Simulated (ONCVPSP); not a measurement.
**Plane-wave convergence, ONCV potential for B (Z = 5)**

boron, optimised norm-conserving Vanderbilt (ONCV), made with ONCVPSP 4.0.1 (LDA (Perdew-Zunger), non-relativistic). Core [He], reference 2s2 (charge +1). Waves: 2s: rc 1.40 bohr, ncon 3, nbas 7, qcut 4.4 1/bohr, 1 projector; p scattering state at 0.03 Ha: rc 1.55 bohr, ncon 4, nbas 9, qcut 6.1 1/bohr, 1 projector. Local part: polynomial inside 0.90 bohr (lpopt 5, dvloc0 1 Ha). Core correction: none.

In the p channel the program set the typed energies aside and used 0.050 Ha.

Task: For each optimised wave give the share of its norm inside rc, the residual kinetic energy above qcut (Ha) and the cutoffs (Ha) for errors of 10, 1, 0.1 and 0.01 mHa per electron.

Result:

```json
{"wave": "2s", "norm inside rc": "0.334", "residual KE": "1.3e-03", "10 mHa": "5.8", "1 mHa": "10.3", "0.1 mHa": "62.2", "0.01 mHa": "101.7"}
{"wave": "p projector 1", "norm inside rc": "0.143", "residual KE": "1.1e-04", "10 mHa": "9.5", "1 mHa": "14.3", "0.1 mHa": "19.4", "0.01 mHa": "97.9"}
```

The occupied waves need 10 Ha and 62 Ha for 1 and 0.1 mHa.
